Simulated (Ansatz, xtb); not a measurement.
# Two isomers of C2H8BrNSi

We compare X, `C[Si@@H](Br)CN`, a singlet, with Y, `C[Si@@H](N)CBr`, a singlet. Both are isolated molecules in the gas phase, relaxed with PBE0-D3(BJ)/def2-SVP; each stands in its lowest conformer found.

Quicker runs give these differences E(Y) − E(X): GFN2-xTB +8.9 kcal/mol; HF/STO-3G +11.1 kcal/mol (at GFN2-xTB geometries); r2SCAN-D4/def2-SVP +7.4 kcal/mol (at GFN2-xTB geometries).

Problem. Estimate E(Y) − E(X) at the level CCSD(T)/def2-SVP + ΔMP2/def2-TZVPP.

Solution. Calculated at CCSD(T)/def2-SVP + ΔMP2/def2-TZVPP: E(Y) − E(X) = +2.9 kcal/mol, so structure X lies lower.

How the difference moves with the method:

```tsv
level	geometry	E(Y) − E(X) (kcal/mol)	departure from the last row (kcal/mol)	job, with rough time for the two
GFN2-xTB	GFN2-xTB	+8.9	+6.0	optimisation, 0.28 s
HF/STO-3G	GFN2-xTB	+11.1	+8.2	single point, 0.4 s
r2SCAN-D4/def2-SVP	GFN2-xTB	+7.4	+4.4	single point, 2.8 s
PBE0-D3(BJ)/def2-SVP	PBE0-D3(BJ)/def2-SVP	+8.8	+5.9	optimisation, 32 s
HF/def2-SVP	PBE0-D3(BJ)/def2-SVP	+7.4	+4.5	part of the CCSD(T) run
MP2/def2-SVP	PBE0-D3(BJ)/def2-SVP	+7.6	+4.6	part of the CCSD(T) run
CCSD(T)/def2-SVP	PBE0-D3(BJ)/def2-SVP	+7.7	+4.8	single point
CCSD(T)/def2-SVP + ΔMP2/def2-TZVPP	PBE0-D3(BJ)/def2-SVP	+2.9		single point, 34 s
```

As drawn, Y has 1 N–Si, 1 C–Br in place of 1 Br–Si, 1 C–N.

The levels shown agree on the order. The largest departure from CCSD(T)/def2-SVP + ΔMP2/def2-TZVPP is that of HF/STO-3G, 8.2 kcal/mol. The last row adds to CCSD(T) the change of the MP2 difference between the two basis sets, here −4.8 kcal/mol, a large step that makes the value less sure.

With thermal terms from frequencies at re-optimised GFN2-xTB minima (ideal gas, soft modes damped towards free rotors, one conformer each, 298.15 K, 1 atm): the zero-point term adds −1.2 kcal/mol; ΔH is +1.9 and ΔG +1.8 kcal/mol.

The correlated steps freeze 17 core orbitals; the filled d shell of Br is correlated, in a basis made for valence electrons. Run with Ansatz 0.2.0, xtb 6.7.1; the last row on 2 threads of Intel(R) Xeon(R) 6975P-C (Granite Rapids) on a shared host.
